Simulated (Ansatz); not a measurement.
```yaml
crystal:
  periodic: [false, false, false]
  atoms:
    - {symbol: C, position_ang: [0.485728, -1.661766, 0.239377]}
    - {symbol: O, position_ang: [-0.320498, -0.671664, -0.332384]}
    - {symbol: W, position_ang: [-0.502478, 1.165339, -0.311682]}
    - {symbol: O, position_ang: [-1.789978, 1.368661, -1.363239]}
    - {symbol: Cl, position_ang: [-0.053177, 3.346082, 0.263631]}
    - {symbol: Cl, position_ang: [-1.295914, 0.920286, 1.841000]}
    - {symbol: Cl, position_ang: [1.478059, 1.229917, -1.494219]}
    - {symbol: H, position_ang: [0.155806, -2.635745, -0.122978]}
    - {symbol: H, position_ang: [1.529202, -1.491934, -0.046593]}
    - {symbol: H, position_ang: [0.396249, -1.620375, 1.330087]}
basis:
  gaussian: {orbitals: def2-SVP}
hamiltonian: {xc: {name: B3LYP}, dispersion: d4}
scf: {lower_state_search: light}
scf: {max_iter: 3}
```

```sh
$ ansatz run in.yaml --threads 2 --pin off --events-out ev --progress --plain --max-ram 32768MiB --backend cpu
```

(1) How does Ansatz answer? (Estimate.)

Answers

(1) Computed: The input was rejected before any iteration.
```
Error: YAML parse error: error: line 18 column 1: duplicate mapping key: scf, set DuplicateKeyPolicy in Options if acceptable
16 | hamiltonian: {xc: {name: B3LYP}, dispersion: d4}
17 | scf: {lower_state_search: light}
18 | scf: {max_iter: 3}
```

B3LYP here is the variant with VWN-RPA as its local correlation; programs differ in this.
